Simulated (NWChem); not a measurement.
A series in which one site is exchanged, each optimised at PBE0/def2-SVP with NWChem, gas phase unless a solvent is named. Some are not confirmed as minima by frequencies. def2 effective core potentials on Zr, Hf; no spin-orbit coupling.

A: [F][TiH2][F] (TiH$_{2}$F$_{2}$; site = Ti)
B: [F][ZrH2][F] (ZrH₂F₂; site = Zr)
C: [HfH2]([F])[F] (HfH2F2; site = Hf)
D: [F][GeH2][F] (GeH₂F₂; site = Ge)

```json
[
 {"quantity": "dipole (D), PBE0/def2-SVP", "A": "0.29", "B": "0.26", "C": "[?]", "D": "2.58"},
 {"quantity": "orbital gap (eV), PBE0/def2-SVP", "A": "6.16", "B": "6.36", "C": "[?]", "D": "10.22"},
 {"quantity": "static polarisability, B3LYP/def2-SVPD (bohr³)", "A": "39.2", "B": "44.6", "C": "[?]", "D": "30.1"},
 {"quantity": "lowest singlet excitation, B3LYP/def2-SVPD, TDA (eV)", "A": "3.43", "B": "4.26", "C": "[?]", "D": "8.11"}
]
```

Problem. Fill in the missing entries.

Solution. 
- dipole (D), PBE0/def2-SVP, C: 0.27
- orbital gap (eV), PBE0/def2-SVP, C: 6.64
- static polarisability, B3LYP/def2-SVPD (bohr³), C: 43.1
- lowest singlet excitation, B3LYP/def2-SVPD, TDA (eV), C: 4.63
